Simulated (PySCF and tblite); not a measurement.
Values are calculated unless marked as measured or tabulated.
System: C₆H₅BCl₂O₂, numbered as in [CH3:1][c:2]1[cH:3][o:4][cH:5][c:6]([B:7]([Cl:8])[Cl:9])[c:10]1=[O:11].

Motion: rotation about the B7–C6 bond (torsion Cl8–B7–C6–C5 from -180° to 0°, rising). GFN2-xTB gives an electronic barrier of 2.5 kcal/mol.

(1) What does CAM-B3LYP/pcSseg-1 + D3(BJ) give on GFN2-xTB geometries?

Programs: tblite and PySCF.

## Answers

(1) A barrier of 3.0 kcal/mol, 0.4 above the tight-binding barrier (from unrounded values) and, with GFN2-xTB thermal terms, ΔG‡(298 K) = 3.5 kcal/mol and k = 3.2×10¹⁰ s⁻¹ (2 equivalent paths).
